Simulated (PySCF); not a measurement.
**Structure from NMR data**

Molecular formula: C4H14Si3. Simulated spectra:

1H NMR (300 MHz, computed): δ 4.11 (m, 1H), 3.96 (m, 1H), 3.91 (m, 1H), 3.55 (d, 3H), 2.25 (m, 1H), 2.17 (m, 1H), 1.32 (m, 1H), 1.31 (m, 1H), 1.23 (m, 1H), 1.21 (m, 1H), 0.94 (m, 1H), 0.66 (m, 1H).

13C{1H} NMR (computed): δ 31.3 (CH2), 30.3 (CH2), 13.0 (CH2), 11.4 (CH2).

[PySCF: σ from GIAO-PBE0/pcSseg-1; GFN2-xTB geometry; one averaged value for each set of equivalent atoms; non-relativistic Hamiltonian; one conformer; no solvent]

Referencing at the same level of theory: TMS for 1H and 13C.

**Question.** Which of these isomers gave the spectra?
A. [SiH3][Si@H]1CCCC[SiH2]1
B. C/C=C\[SiH2][Si@H](C)[SiH3]
C. C[SiH2]C/C=C/[SiH2][SiH3]
D. C[SiH2]C/C([SiH3])=C\[SiH3]
E. [SiH3]C([SiH3])([SiH3])C1CC1

**Answer.** A. 

Rings plus π bonds: 1 (1 ring in the answer). 4 carbon signals for 4 carbons: no two carbons are equivalent. Carbon types of the structure: 4 × CH2, leaving 6 H on heteroatoms. δC 31.3, 30.3: sp3 CH2 in a ring; saturated and bonded to C and H only. δC 13.0, 11.4: sp3 CH2 bonded to Si. δH 3.55: hydrogen on a silicon bonded to Si. δH 2.25, 2.17, 1.23, 1.21: hydrogen on an sp3 CH2 in a ring. δH 1.32, 1.31, 0.94, 0.66: hydrogen on an sp3 CH2 bonded to Si.

The others: [SiH3]C([SiH3])([SiH3])C1CC1 would give 3 carbon signals, not 4; C/C=C\[SiH2][Si@H](C)[SiH3] would give 8 signals for carbon-bound and other non-exchanging H, not 12; C[SiH2]C/C([SiH3])=C\[SiH3] would give 6 signals for carbon-bound and other non-exchanging H, not 12; C[SiH2]C/C=C/[SiH2][SiH3] would give 7 signals for carbon-bound and other non-exchanging H, not 12.

Shifts are as computed. Against solution values, carbons near 30 ppm lie about +3 ppm off and those near 130 ppm about +5 ppm. Of 1211 compounds with measured shifts, 218 miss one by over three times the rms of a fit or turn the order of signals round; such compounds aren't used in these exercises. Multiplicities follow the n + 1 count of equivalent neighbours, as no J values were calculated; m marks all less simple cases, F and P coupling included.
